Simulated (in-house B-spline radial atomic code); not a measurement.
Configurations of Sm III (Sm2+), with energies counted from [Xe] (4f5/2)6. Method: Dirac-Hartree-Fock, average of each configuration as written, Fermi nucleus of rms radius 5.0819 fm. Calculated with a B-spline radial code for spherical atoms. Energies include first-order Breit, QED and recoil terms.

Occupations are held fixed; configurations that lie above the ionisation limit could autoionise.

| configuration | E - E(ref) (eV) | highest orbital | its <r> (bohr) |
| --- | --- | --- | --- |
| [Xe] (4f5/2)4 (4f7/2)1 7s1 | 13.984 | 7s1/2 | 6.789 |
| [Kr] 4d10 (4f5/2)2 (4f7/2)4 5s2 (5p1/2)2 (5p3/2)3 (6p1/2)1 | 31.808 | 6p1/2 | 4.228 |
| [Kr] (4d3/2)3 (4d5/2)6 (4f5/2)1 (4f7/2)6 5s2 5p6 | 137.8 | 4f5/2 | 0.9515 |
| [Kr] (4d3/2)3 (4d5/2)6 (4f5/2)6 5s2 5p6 (8p1/2)1 | 156.83 | 8p1/2 | 12.23 |
| [Kr] (4d3/2)3 (4d5/2)6 (4f5/2)3 (4f7/2)3 5s2 5p6 (7d5/2)1 | 157.14 | 7d5/2 | 10.38 |
| [Kr] (4d3/2)3 (4d5/2)6 (4f5/2)5 (4f7/2)1 5s2 5p6 (6g9/2)1 | 159.41 | 6g9/2 | 14.64 |

Task: Order these further configurations by energy, lowest first.
A. [Kr] (4d3/2)3 (4d5/2)6 (4f5/2)2 (4f7/2)4 5s2 5p6 6s1
B. [Kr] 4d10 (4f5/2)2 (4f7/2)4 5s2 (5p1/2)2 (5p3/2)3 7s1
C. [Kr] 4d10 (4f7/2)7 5s2 (5p1/2)2 (5p3/2)3
D. [Xe] (4f5/2)3 (4f7/2)3
E. [Xe] (4f5/2)5 (4f7/2)1

Result: E (2.5139 eV), D (5.4288 eV), C (28.021 eV), B (36.792 eV), A (143.36 eV).

Task: How far above the reference does [Xe] (4f5/2)1 (4f7/2)5 lie?

Result: 5.4971 eV; its least bound orbital is 4f5/2 with <r> = 0.9484 bohr.

Task: How far above the reference does [Xe] (4f5/2)4 (4f7/2)1 (8g9/2)1 lie?

Result: 21.235 eV; its least bound orbital is 8g9/2 with <r> = 28.63 bohr.
